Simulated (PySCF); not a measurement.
Ligands exchanged one at a time, B Br-H. Isolated molecules, 0 K electronic values unless said otherwise. Strings in code marks are SMILES.

The dipole moment from two functionals at the same geometries (PBE0-D4/def2-TZVP), both in PySCF: PBE-D3(BJ)/def2-TZVP and PBE0-D4/def2-TZVP. 

```
species                                PBE-D3(BJ)/def2-TZVP (D)  PBE0-D4/def2-TZVP (D)
-------------------------------------  ------------------------  ---------------------
0 of 3 Br replaced by H (`BrB(Br)Br`)                      0.00                   0.00
1 of 3 Br replaced by H (`BrBBr`)                          0.22                   0.35
2 of 3 Br replaced by H                                    0.34                   0.54
3 of 3 Br replaced by H (`B`)                              0.00                   0.00
```

Over these rows, drawn at random from the members with no instability flagged (it was tested for open shells, ions and some series alone), PBE minus PBE0-D4: mean -0.08 D, from -0.20 D to 0.00 D.
